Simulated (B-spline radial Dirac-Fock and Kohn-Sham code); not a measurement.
**Core-level shifts of osmium with charge state**

Level of theory: Dirac-Fock (average of configuration) total-energy differences with a finite nucleus, the Breit interaction including its frequency dependence, and self-energy and vacuum-polarisation corrections; a radial B-spline solver. Each ion is free and in its tabulated ground configuration. The model has no electron correlation.

Reference: Os⁷⁺, [Xe] 4f14 5d1, with L1 13091.3 eV, L3 10988.9 eV, M3 2578.4 eV, M4 2147.8 eV, N1 778.0 eV, Kα1 (K-L3) 62994.8 eV, Kβ1 (K-M3) 71405.3 eV, Lα1 (L3-M5) 8912.1 eV. Shifts from it, in eV (a dash: the subshell is empty, belongs to an open shell averaged over j, or its hole state is left out as unreliable):

```
  ion           configuration      L1      L3      M3      M4      N1    Kα1     Kβ1    Lα1
 Os⁸⁺               [Xe] 4f14   +20.7   +20.8   +20.4   +20.4   +20.0  -0.06   +0.33  +0.36
 Os⁹⁺  [Kr] 4d10 4f14 5s2 5p5   +45.6   +45.6   +44.5   +44.6   +43.7  +0.73   +1.86  +0.98
Os¹⁰⁺  [Kr] 4d10 4f14 5s2 5p4   +71.1   +71.1   +69.2   +69.6   +68.0  +1.62   +3.59  +1.62
Os¹¹⁺  [Kr] 4d10 4f14 5s2 5p3   +97.5   +97.5   +94.6   +95.2   +92.8  +2.56   +5.40  +2.35
Os¹²⁺  [Kr] 4d10 4f14 5s2 5p2  +124.5  +124.5  +120.7  +121.5  +118.3  +3.57   +7.37  +3.13
Os¹³⁺  [Kr] 4d10 4f13 5s2 5p2  +164.9  +164.9  +162.2  +162.7  +156.6  +2.54   +5.25  +2.16
Os¹⁴⁺      [Kr] 4d10 4f14 5s2  +180.8  +180.8  +174.9  +176.1  +170.9  +5.82  +11.76  +4.87
Os¹⁵⁺      [Kr] 4d10 4f13 5s2  +223.1  +223.1  +218.1  +219.1  +210.7  +4.91   +9.89  +4.02
```

Over this range L1 (2s) moves by +223.1 eV and Kα1 by +4.9 eV: a line is a difference of two levels that shift in the same direction.

Values without a named source are computed, but for edge energies of neutral atoms, which are taken from tables.
